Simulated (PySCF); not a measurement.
AlO3, SMILES [O][Al]1[O][O]1, multiplicity 2. Coordinates come from a B3LYP-D3(BJ)/def2-TZVP optimisation.

Computed with B3LYP-D3(BJ)/def2-TZVP in PySCF.

Harmonic wavenumbers (cm⁻¹): 188, 191, 464, 562, 1112, 1161. Rotational constants (GHz): 33.82, 4.119, 3.672; symmetry number 2.

**Question.** Work out the zero-point energy and the ideal-gas rigid-rotor harmonic-oscillator thermochemistry at 298.15 K and 1 atm.

**Answer.** ZPE = ½ Σ hcν = ½ × 3678 cm⁻¹ = 5.26 kcal/mol. H − E(el) = 8.65 kcal/mol. Entropy in cal/(mol K): translation 38.86, rotation 22.58, vibration 5.85, spin 1.38, total 68.67. G − E(el) = -11.82 kcal/mol. Cp = 14.60 cal/(mol K).
